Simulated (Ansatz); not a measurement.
CuSiAsH₆⁺, that is Cu(AsH3)(SiH3) with one electron fewer. The state is a doublet with charge 1. Geometry PBE0-D4/def2-SVP, that of the neutral singlet; atoms count from 1.

| atom | x (Å) | y (Å) | z (Å) |
| --- | --- | --- | --- |
| Cu1 | 0.042 | -0.019 | 0.064 |
| As2 | -0.913 | 0.843 | -1.918 |
| H3 | -0.075 | 1.015 | -3.164 |
| H4 | -1.537 | 2.220 | -1.932 |
| H5 | -2.066 | 0.120 | -2.578 |
| Si6 | 0.952 | -0.870 | 1.988 |
| H7 | 1.392 | -2.309 | 1.888 |
| H8 | 0.024 | -0.854 | 3.177 |
| H9 | 2.182 | -0.145 | 2.474 |

Question: Estimate the Mulliken populations from the PBE0/def2-TZVP orbitals of Ansatz.

Answer: 
```json
{"atom": "Cu1", "charge (e)": "-0.03", "spin (α − β)": "0.43", "d electrons": "9.87"}
{"atom": "As2", "charge (e)": "0.11", "spin (α − β)": "0.01", "d electrons": "–"}
{"atom": "H3", "charge (e)": "0.17", "spin (α − β)": "0.00", "d electrons": "–"}
{"atom": "H4", "charge (e)": "0.17", "spin (α − β)": "0.00", "d electrons": "–"}
{"atom": "H5", "charge (e)": "0.17", "spin (α − β)": "0.00", "d electrons": "–"}
{"atom": "Si6", "charge (e)": "0.20", "spin (α − β)": "0.46", "d electrons": "–"}
{"atom": "H7", "charge (e)": "0.07", "spin (α − β)": "0.03", "d electrons": "–"}
{"atom": "H8", "charge (e)": "0.07", "spin (α − β)": "0.03", "d electrons": "–"}
{"atom": "H9", "charge (e)": "0.07", "spin (α − β)": "0.03", "d electrons": "–"}
```
Mulliken values and Mayer orders depend strongly on the basis.

Question: Where does the spin sit?

Answer: Summed by element: Cu 0.43, As 0.01, H 0.10, Si 0.46, of 1 unpaired in all. Largest on single atoms: Si6 0.46, Cu1 0.43, H8 0.03.

Question: And the Mayer bond orders between bonded heavy atoms (over 0.3)?

Answer: Cu1–As2 0.81 (2.36 Å); Cu1–Si6 0.69 (2.29 Å).
